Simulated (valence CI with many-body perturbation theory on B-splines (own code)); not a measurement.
## E1 transitions of Hf II

Level of theory: valence CI with perturbative core correlation (CI+MBPT): three valence electrons over a frozen Dirac-Fock core [Xe] 4f14, a basis of 7 s, 7 p, 8 d, 6 f, 4 g, 1 h functions for each j, with the one-electron correlation potential Σ1 (screened to all orders), the two-electron term Σ2, the three-electron term Σ3, Breit, model QED; selected single and double excitations, second order for the rest, scaled by the run's own slope (own B-spline code, finite nucleus).

Set against measurement, 15 paired levels are off by 694 cm⁻¹ on average, the worst by 1298. These come from a selection out of the NIST Handbook of Basic Atomic Spectroscopic Data. Levels without a partner in it may be off by more, other configurations by 1,000 to 4,000 cm⁻¹. 3 measured levels below the end of the list, from 34942 cm⁻¹ on, found no clear computed partner.

Lines 101 to 150 of 524 in falling wavelength, among levels below 84478 cm⁻¹, chosen from the strongest by gf and those to the six lowest levels. Wavelengths and rates use the calculated energies, so an error of 700 cm⁻¹ moves a line at 3591 Å by 2.5 % and its rate by three times that or more. Electric multipoles are in the length gauge, E1 and E2 with the static RPA response of the core. Weak lines are less certain than strong ones. Lines between different terms over intervals too small for the method are left out, as are lines whose strength nearly cancels. Where a level lies close to another of its J and parity, the split of strength between their lines is uncertain. The highest levels of a list are the least certain.

Names give the largest LS component (configuration and term), which can be under half, so a name can repeat, a term be missing and a line seem to break the LS rules; names also repeat where a configuration has a term twice. Letters in brackets count levels of one name in rising energy.

| λ vac (Å) | λ from measured levels | Upper | Lower | A (s⁻¹) | S (a.u.) |
| --- | --- | --- | --- | --- | --- |
| 3763 |  | 5d²6p ⁴D°_7/2 [b] | 5d³ ²H_9/2 | 3.85e+07 | 8.11e+00 |
| 3757 |  | 5d²6p ⁴D°_7/2 [a] | 5d³ ⁴F_9/2 | 5.51e+07 | 1.15e+01 |
| 3746 |  | 5d²7s ⁴F_7/2 | 5d²6p ⁴F°_9/2 | 5.55e+07 | 1.15e+01 |
| 3719 |  | 5d²7s ²G_9/2 [a] | 5d²6p ²G°_9/2 [c] | 3.59e+07 | 9.12e+00 |
| 3715 |  | 5d²7s ⁴F_3/2 | 5d²6p ⁴F°_3/2 | 5.85e+07 | 5.92e+00 |
| 3692 |  | 5d6s6p ²F°_7/2 | 5d²6s ²G_9/2 | 4.76e+07 | 9.45e+00 |
| 3692 |  | 5d²6p ⁴D°_5/2 [a] | 5d³ ⁴F_7/2 | 6.69e+07 | 9.97e+00 |
| 3671 |  | 5d6s6p ⁴D°_3/2 | 5d²6s ⁴F_5/2 | 1.36e+07 | 1.33e+00 |
| 3671 |  | 5d²6p ⁴P°_5/2 | 5d³ ⁴P_5/2 | 2.50e+07 | 3.67e+00 |
| 3663 |  | 5d²6d ²H_9/2 [b] | 5d²6p ²G°_9/2 [b] | 1.83e+07 | 4.45e+00 |
| 3661 |  | 5d²6p ⁴D°_3/2 [a] | 5d³ ⁴F_5/2 | 7.08e+07 | 6.85e+00 |
| 3660 |  | 5d²6p ²D°_5/2 [b] | 5d³ ²G_7/2 | 4.38e+07 | 6.35e+00 |
| 3638 |  | 5d6s7s ⁴D_5/2 [a] | 5d²6p ⁴F°_5/2 | 3.31e+07 | 4.72e+00 |
| 3634 |  | 5d²6p ²G°_9/2 [a] | 5d³ ⁴F_9/2 | 2.90e+07 | 6.87e+00 |
| 3626 |  | 5d²6p ²F°_7/2 [c] | 5d³ ²G_9/2 | 1.15e+08 | 2.16e+01 |
| 3592 |  | 5d²7s ²P_3/2 | 5d²6p ²D°_3/2 [c] | 4.62e+07 | 4.23e+00 |
| 3591 | 3563 | 5d6s6p ⁴F°_3/2 | 5d6s² ²D_3/2 | 1.84e+07 | 1.68e+00 |
| 3582 |  | 5d²6p ²F°_7/2 [d] | 5d³ ²F_7/2 | 2.65e+07 | 4.80e+00 |
| 3570 |  | 5d6s6d ⁴D_7/2 | 5d²6p ²G°_9/2 [b] | 2.09e+07 | 3.76e+00 |
| 3569 | 3645 | 5d6s6p ⁴F°_7/2 | 5d²6s ⁴F_7/2 | 1.44e+07 | 2.59e+00 |
| 3556 |  | 5d²7s ²G_9/2 [b] | 5d²6p ²H°_11/2 | 2.05e+07 | 4.55e+00 |
| 3556 |  | 5d²6p ⁴F°_9/2 | 5d²6s ²G_9/2 | 3.36e+07 | 7.45e+00 |
| 3553 |  | 5d6s6d ⁴F_9/2 | 5d²6p ²G°_9/2 [c] | 1.58e+07 | 3.50e+00 |
| 3550 |  | 5d²7s ⁴F_7/2 | 5d²6p ⁴F°_7/2 | 4.82e+07 | 8.52e+00 |
| 3550 |  | 5d²7s ⁴F_5/2 [b] | 5d6s6p ²F°_5/2 | 3.64e+07 | 4.83e+00 |
| 3543 |  | 5d6p² ⁴D_5/2 [b] | 5d²6p ²D°_3/2 [c] | 3.07e+07 | 4.05e+00 |
| 3523 |  | 5d6s6p ⁴D°_5/2 [a] | 5d²6s ⁴F_7/2 | 2.06e+07 | 2.67e+00 |
| 3521 |  | 5d6s6p ⁴F°_5/2 [b] | 5d²6s ⁴F_5/2 | 1.59e+07 | 2.05e+00 |
| 3515 |  | 5d²7s ⁴P_3/2 [b] | 5d²6p ⁴D°_5/2 [c] | 4.27e+07 | 3.66e+00 |
| 3508 |  | 5d²7s ⁴P_5/2 [b] | 5d²6p ⁴D°_7/2 [b] | 3.77e+07 | 4.82e+00 |
| 3498 |  | 5d6s6p ⁴D°_3/2 | 5d²6s ⁴F_3/2 | 1.32e+07 | 1.12e+00 |
| 3481 |  | 5d6s6p ⁴D°_3/2 | 5d6s² ²D_5/2 | 1.85e+07 | 1.54e+00 |
| 3466 |  | 5d6s6p ⁴D°_5/2 [b] | 5d²6s ⁴F_7/2 | 1.54e+07 | 1.90e+00 |
| 3465 |  | 5d²6d ²G_7/2 | 5d²6p ²G°_7/2 [b] | 3.33e+07 | 5.47e+00 |
| 3454 |  | 5d²6p ²G°_7/2 [a] | 5d²6s ²G_7/2 | 3.89e+07 | 6.33e+00 |
| 3447 |  | 5d6s6p ⁴D°_7/2 | 5d²6s ⁴F_9/2 | 4.62e+07 | 7.48e+00 |
| 3439 |  | 5d6s6d ⁴D_7/2 | 5d²6p ²F°_7/2 [b] | 2.51e+07 | 4.03e+00 |
| 3436 | 3401 | 5d6s6p ⁴F°_5/2 [a] | 5d6s² ²D_3/2 | 2.86e+07 | 3.44e+00 |
| 3428 |  | 5d²7s ⁴F_9/2 | 5d²6p ⁴G°_11/2 | 1.37e+08 | 2.72e+01 |
| 3426 |  | 5d²7s ²G_9/2 [b] | 5d²6p ²G°_9/2 [c] | 4.12e+07 | 8.18e+00 |
| 3419 |  | 5d6s7s ⁴D_5/2 [b] | 5d6s6p ²F°_7/2 | 4.00e+07 | 4.73e+00 |
| 3418 |  | 5d²7s ⁴F_9/2 | 5d²6p ⁴F°_9/2 | 5.01e+07 | 9.88e+00 |
| 3417 |  | 5d²6p ²H°_11/2 | 5d³ ²H_9/2 | 1.69e+07 | 4.00e+00 |
| 3386 |  | 5d6s6p ²F°_7/2 | 5d²6s ²F_7/2 | 3.59e+07 | 5.51e+00 |
| 3377 |  | 5d6s6p ⁴D°_5/2 [a] | 5d²6s ⁴F_5/2 | 1.18e+07 | 1.34e+00 |
| 3361 |  | 5d6s6p ⁴F°_5/2 [b] | 5d²6s ⁴F_3/2 | 4.49e+06 | 5.05e-01 |
| 3353 |  | 5d²7s ⁴P_5/2 [a] | 5d²6p ⁴S°_3/2 | 4.41e+07 | 4.93e+00 |
| 3345 |  | 5d6s6p ⁴F°_5/2 [b] | 5d6s² ²D_5/2 | 1.52e+07 | 1.68e+00 |
| 3342 |  | 5d6s7s ²D_3/2 [b] | 5d6s6p ²F°_5/2 | 5.16e+07 | 3.80e+00 |
| 3327 |  | 5d²7s ²F_7/2 | 5d6s6p ²F°_7/2 | 3.23e+07 | 4.70e+00 |
